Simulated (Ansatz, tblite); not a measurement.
Removing and adding an electron: In(PF3)Br3 (InPBr₃F₃). Charge 0, multiplicity 1. Geometry: B3LYP-D4/def2-SVP. Ansatz, gas phase; energy differences of separate SCF runs; the oxidised species was run as a doublet alone; the reduced species was run as a doublet alone.

Cartesian coordinates in Å:
```
In -0.600 -0.243 1.556
P 0.438 0.179 -1.132
F 1.530 1.308 -1.344
F -0.584 0.581 -2.275
F 1.168 -1.034 -1.842
Br -2.125 -2.070 0.813
Br -1.474 2.084 1.747
Br 1.647 -0.805 2.477
```

In the def2 sets In takes a core potential; there is no spin–orbit coupling. The xTB rows come from tblite. HOMO above LUMO, or a gap near zero within one spin, warns that the state may not be the lowest or that an electron is smeared out.

```csv
level,−HOMO (eV),vertical IE (eV),−LUMO (eV),vertical EA (eV),HOMO–LUMO gap (eV),IE − EA (eV),remarks
GFN1-xTB,11.81,14.81,8.33,5.77,3.48,9.03,–
PBE0-D4/def2-SVP,8.50,10.31,2.91,1.19,5.59,9.12,HOMO above zero (-1 doublet)
```

Task: Estimate the rows for GFN2-xTB, PBE-D4/def2-SVP.

Result: 
```csv
level,−HOMO (eV),vertical IE (eV),−LUMO (eV),vertical EA (eV),HOMO–LUMO gap (eV),IE − EA (eV),remarks
GFN2-xTB,12.16,14.82,9.10,6.56,3.06,8.26,–
PBE-D4/def2-SVP,7.12,9.65,3.63,1.15,3.49,8.50,"HOMO above zero (-1 doublet), gap within one spin near zero (+1 doublet)"
```

   A HOMO above zero means that the electron is unbound at that level or that self-interaction error raises the level; the energy of removing that electron tells which. Raw xTB energy differences between charge states are shifted by several eV; the methods need an empirical correction for them. Sets without diffuse functions give affinities that are too small.
